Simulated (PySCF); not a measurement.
PySCF 2.14 output of an unrestricted PBE0 calculation on a single atom or ion in ANO-RCC-VTZP (8s7p5d3f2g1h, 104 functions), with the spin-free X2C one-electron Hamiltonian (Gaussian nucleus):

```
SCF conv_tol = 1e-09
number electrons alpha = 34  beta = 28
    C. Adamo and V. Barone.,  J. Chem. Phys. 110, 6158 (1999)
    M. Ernzerhof and G. E. Scuseria.,  J. Chem. Phys. 110, 5029 (1999)
cycle= 1 E= -10425.9240460468  delta_E= -0.0185  |g|= 0.164  |ddm|= 0.231
cycle= 2 E= -10425.9203313426  delta_E= 0.00371  |g|= 0.219  |ddm|= 0.105
cycle= 3 E= -10425.9276334717  delta_E= -0.0073  |g|= 0.0175  |ddm|= 0.0722
cycle= 4 E= -10425.9276836126  delta_E= -5.01e-05  |g|= 0.00168  |ddm|= 0.00593
cycle= 5 E= -10425.9276841573  delta_E= -5.45e-07  |g|= 7.2e-05  |ddm|= 0.00121
cycle= 6 E= -10425.9276841887  delta_E= -3.14e-08  |g|= 4.92e-05  |ddm|= 0.000534
cycle= 7 E= -10425.927684208  delta_E= -1.93e-08  |g|= 2.68e-05  |ddm|= 0.000514
cycle= 8 E= -10425.9276842179  delta_E= -9.94e-09  |g|= 4.98e-06  |ddm|= 0.000614
cycle= 9 E= -10425.9276842182  delta_E= -2.87e-10  |g|= 5.2e-07  |ddm|= 0.000122
converged SCF energy = -10425.9276842182  <S^2> = 12.006123  2S+1 = 7.0017493
```

The run itself started from symmetry-adapted Hartree-Fock orbitals and held the occupation by maximum overlap, on a logarithmic radial grid, so the iterations belong to that start.

Question: Which element, charge and spin multiplicity is this?

Answer: Sm (samarium, neutral), multiplicity 7; the state was [Xe] 4f6 6s2, high-spin 7F determinant.

Spin-orbit coupling, absent here, splits the open shell strongly.
